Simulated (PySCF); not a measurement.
diselenium (Se2), SMILES [Se]=[Se] (connectivity only; charge and spin as stated), neutral, multiplicity 3.

Coordinates come from a PBE0-D3(BJ)/def2-TZVP optimisation.

Method: PBE0-D3(BJ)/def2-TZVP (PySCF 2.14.0).

Frequencies are harmonic and unscaled.

Computed harmonic wavenumbers and intensities:
```csv
mode,ν (cm⁻¹),IR (km/mol),moving atoms (share of kinetic energy)
1,407,0.0,Se 100 %
```
